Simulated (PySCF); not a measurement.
Gas-phase reaction: GaBr3 + Cl2 ⇌ GaBr + 2 BrCl

Computed with PySCF (xtb for GFN2) and rigid-rotor harmonic-oscillator thermochemistry at 1 bar. † marks an energy on the PBE0/def2-TZVP geometry and frequencies; other levels use their own. MP2 and CCSD(T) freeze the core. 6-31G* has spherical d functions here. All species are closed-shell singlets. B3LYP is the form with VWN-RPA correlation. Br, Ga: all electrons, no relativistic terms. MP2 isn't extrapolated to the basis-set limit; its ΔH°(298 K) is 379.5 kJ in def2-SVP and 368.2 kJ in def2-TZVPP. CCSD(T) isn't extrapolated to the basis-set limit; its ΔH°(298 K) is 344.9 kJ in def2-SVP and 341.0 kJ in def2-TZVPP. The harmonic model lacks anharmonicity and excited electronic states, which grow with temperature; levels with a mode under 35 cm⁻¹ are left out. Soft modes under 120 cm⁻¹ make the harmonic entropy rough for GaBr3.

| level | ΔE electronic, kJ | ΔH°(298 K), kJ | ΔS°(298 K), J/K | ΔG°(600 K), kJ |
|---|---|---|---|---|
| B3LYP/def2-TZVP† | 282 | 279 | 148 | 191 |
| CCSD(T)/def2-TZVPP† | 344 | 341 | 148 | 253 |
| GFN2-xTB | 233 | 230 | 142 | 145 |
| HF/6-31G* | 330 | 327 | 150 | 238 |
| M06-2X/def2-TZVP† | 344 | 341 | 148 | 253 |
| MP2/def2-TZVPP† | 371 | 368 | 148 | 280 |
| PBE/def2-SVP | 301 | 298 | 147 | 210 |
| PBE0/def2-SVP† | 331 | 328 | 148 | 240 |
| LDA/def2-TZVP† | 332 | 329 | 148 | 241 |
| ωB97M-V/def2-TZVP† | 318 | 315 | 148 | 227 |
ΔH° is lowest at GFN2-xTB and highest at MP2/def2-TZVPP†. No reference value is set beside these.
